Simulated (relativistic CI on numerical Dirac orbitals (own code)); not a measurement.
## Electric-dipole lines of Zr²³⁺

These numbers are calculated, not measured: Dirac-Coulomb-Breit CI, orbitals from a KLI potential per configuration, model QED (radiative potential, 1s self-energy scaled to tabulated hydrogen-like ionisation energies), unscaled Slater integrals (own radial code, finite nucleus).

Configurations in the expansion (outside the closed core [Ne]): 3s²3p⁵, 3s3p⁶, 3s²3p⁴3d, 3s3p⁵3d, 3p⁶3d, 3s3p⁴3d², 3s²3p³3d4p, 3p⁶4s, 3s²3p⁴4s, 3p⁶4p, 3s3p⁴3d4s, 3s²3p⁴4p, 3s²3p⁴4d, 3s3p⁵4s, 3p⁵3d4p, 3s²3p⁴4f, 3s3p⁵4p, 3s3p⁵4d, 3s3p⁵4f, 3s²3p⁴5s, 3s²3p⁴5p, 3s²3p⁴5d, 3s²3p³4s4p, 3s²3p⁴5f, 3s²3p⁴5g, 3s3p⁴4s², 3s3p⁵5s, 3s3p⁵5p, 3s²3p³3d², 3s²3p²3d³, 3s3p³3d³, 3s²3p²3d²4s, 3s²3p²3d²4p, 3s²3p²3d²4d, 3p⁵3d², 3p⁴3d³, 3p⁴3d²4s, 3p⁴3d²4p, 3p⁴3d²4d, 3s²3p³3d4s, 3s3p³3d²4s, 3s²3p²3d4s², 3s²3p²3d4s4p, 3s²3p²3d4s4d, 3p⁵3d4s, 3p⁴3d4s², 3p⁴3d4s4p, 3p⁴3d4s4d, 3s²3p³4s², 3s3p³3d4s², 3s²3p²4s²4p, 3s²3p²4s²4d, 3s²3p³4p², 3s²3p²3d4p², 3s3p³3d4p², 3s²3p²4s4p², 3s²3p²4p³, 3s²3p²4p²4d. Double excitations out of closed p, d and f shells are left out; levels of such configurations are missing from the list, as are those of other unlisted configurations, and high levels can miss mixing partners. These lack a partner that the ground configuration has and come out too high: 3s²3p⁴4f, 3s3p⁵4p, 3s3p⁵4d, 3s3p⁵4f, 3s²3p⁴5s.

```tsv
λ vac (Å)	Lower	Upper	A (s⁻¹)	E lower (cm⁻¹)	E upper (cm⁻¹)
79.219	3s²3p⁴3d ⁴D5/2 [4]	3s²3p³3d² ⁴D°5/2 [134]	9.75e+10	825737	2088068
80.185	3s²3p⁴3d ⁴D7/2 [6]	3s²3p³3d² ²F°7/2 [135]	7.42e+10	841375	2088497
80.866	3s²3p⁴3d ⁴D7/2 [6]	3s²3p³3d² ²G°7/2 [131]	6.44e+10	841375	2077990
80.904	3s²3p⁴3d ⁴F9/2 [8]	3s²3p³3d² ⁴D°7/2 [143]	1.54e+11	883948	2119987
81.234	3s²3p⁴3d ⁴F9/2 [8]	3s²3p³3d² ²H°9/2 [141]	7.83e+10	883948	2114965
81.349	3s²3p⁴3d ²G9/2 [22]	3s²3p³3d² ²G°9/2 [179]	1.20e+11	1052811	2282084
81.378	3s²3p⁴3d ²F7/2 [9]	3s²3p³3d² ²F°7/2 [142]	2.54e+11	889194	2118029
81.416	3s²3p⁴3d ⁴D7/2 [6]	3s²3p³3d² ⁴D°5/2 [127]	1.83e+11	841375	2069639
81.508	3s3p⁶ ²S1/2 [3]	3s²3p³3d² ⁴F°3/2 [92]	1.56e+11	708604	1935472
81.580	3s²3p⁴3d ⁴F7/2 [17]	3s²3p³3d² ²G°7/2 [172]	1.94e+11	1007768	2233564
81.616	3s²3p⁴3d ⁴F5/2 [13]	3s²3p³3d² ²D°5/2 [162]	1.48e+11	958124	2183368
81.761	3s²3p⁴3d ²F5/2 [23]	3s²3p³3d² ²D°5/2 [183]	2.12e+11	1087111	2310188
81.793	3s²3p⁵ ²P°3/2 [1]	3s²3p⁴3d ²P3/2 [28]	3.14e+11	0	1222604
81.806	3s²3p⁴3d ⁴F9/2 [8]	3s²3p³3d² ⁴F°9/2 [138]	6.43e+10	883948	2106347
81.985	3s²3p⁴3d ²G7/2 [19]	3s²3p³3d² ²F°7/2 [175]	1.40e+11	1031173	2250904
82.204	3s²3p⁴3d ²F7/2 [9]	3s²3p³3d² ²D°5/2 [137]	1.05e+11	889194	2105687
82.436	3s²3p⁴3d ⁴F9/2 [8]	3s²3p³3d² ⁴F°9/2 [136]	1.99e+11	883948	2097008
82.447	3s²3p⁵ ²P°3/2 [1]	3s²3p⁴3d ²D5/2 [27]	3.89e+11	0	1212898
82.689	3s²3p⁴3d ⁴D5/2 [4]	3s²3p³3d² ⁴P°3/2 [120]	2.78e+11	825737	2035082
82.710	3s3p⁶ ²S1/2 [3]	3s3p⁵3d ²P°3/2 [89]	1.17e+11	708604	1917642
83.012	3s²3p⁴3d ⁴F7/2 [17]	3s²3p³3d² ²D°5/2 [168]	2.92e+11	1007768	2212416
83.019	3s²3p⁴3d ⁴F9/2 [8]	3s²3p³3d² ²F°7/2 [135]	1.74e+11	883948	2088497
83.115	3s²3p⁵ ²P°1/2 [2]	3s²3p⁴3d ²D3/2 [31]	3.85e+11	147187	1350333
83.182	3s²3p⁴3d ⁴D7/2 [6]	3s²3p³3d² ⁴P°5/2 [124]	1.19e+11	841375	2043556
83.500	3s²3p⁴3d ²G9/2 [22]	3s²3p³3d² ²G°9/2 [174]	1.88e+11	1052811	2250419
83.650	3s²3p⁴3d ²D5/2 [20]	3s²3p³3d² ²D°5/2 [171]	1.64e+11	1031760	2227222
84.017	3s²3p⁴3d ⁴D7/2 [6]	3s²3p³3d² ⁴D°7/2 [119]	7.70e+10	841375	2031610
84.235	3s3p⁶ ²S1/2 [3]	3s²3p³3d² ²P°1/2 [83]	1.86e+11	708604	1895765
84.381	3s²3p⁴3d ²F7/2 [24]	3s²3p³3d² ²F°7/2 [181]	1.64e+11	1118480	2303586
84.500	3s²3p⁵ ²P°3/2 [1]	3s²3p⁴3d ²S1/2 [26]	4.12e+11	0	1183431
85.279	3s²3p⁴3d ⁴F9/2 [8]	3s²3p³3d² ⁴G°11/2 [125]	1.17e+11	883948	2056570
85.940	3s²3p⁴3d ²F7/2 [24]	3s²3p³3d² ²G°9/2 [179]	1.89e+11	1118480	2282084
85.976	3s²3p³3d² ⁶F°11/2 [52]	3s²3p²3d³ ⁶F11/2 [395]	2.14e+11	1721956	2885077
85.978	3s²3p⁴3d ²D5/2 [27]	3s²3p³3d² ²F°7/2 [196]	4.56e+11	1212898	2375988
86.620	3s²3p⁴3d ²G9/2 [22]	3s²3p³3d² ²H°11/2 [165]	1.58e+11	1052811	2207274
87.535	3s²3p⁴3d ²D5/2 [29]	3s²3p³3d² ²D°5/2 [203]	2.14e+11	1253843	2396244
88.435	3s²3p⁴3d ⁴F9/2 [8]	3s²3p³3d² ⁴G°11/2 [114]	5.30e+10	883948	2014718
88.817	3s²3p⁵ ²P°1/2 [2]	3s²3p⁴3d ²P1/2 [30]	2.97e+11	147187	1273099
88.834	3s²3p⁴3d ²D3/2 [31]	3s²3p³3d² ²F°5/2 [218]	4.61e+11	1350333	2476027
88.861	3s²3p⁴3d ²P3/2 [28]	3s²3p³3d² ²D°5/2 [194]	2.20e+11	1222604	2347962
88.976	3s²3p⁴3d ⁴D7/2 [6]	3s²3p³3d² ⁴F°9/2 [102]	5.88e+10	841375	1965275
89.354	3s²3p⁴3d ⁴D5/2 [4]	3s²3p³3d² ⁴G°7/2 [95]	4.35e+10	825737	1944886
91.796	3s²3p⁴3d ²G9/2 [22]	3s²3p³3d² ²F°7/2 [150]	1.28e+11	1052811	2142179
92.280	3s²3p⁴3d ²F7/2 [9]	3s²3p³3d² ⁴G°9/2 [103]	6.65e+10	889194	1972852
93.708	3s²3p⁴3d ⁴F7/2 [17]	3s²3p³3d² ²G°9/2 [128]	6.67e+10	1007768	2074918
```

Terms are leading LS components. Brackets give the number of a level in order of energy, since labels repeat. The list gives strong lines, with weight on those to low levels, without lines whose two gauges differ by over a factor of 2.5, among the lowest 400 of 10102 levels, so that lines to higher ones, which can be the strongest, are missing. Levels whose partners in the same complex of configurations lie outside the list can be far off, and so can their lines. Rates are taken at the computed energies, electric ones in the length gauge.

At this charge energies of transitions that change n are usually good to better than 1 %, and those within a shell (Δn = 0) to a few per cent.

LS names give the leading component of a level, which can be under half, so a name can repeat, a term be missing and a line seem to break the LS rules.
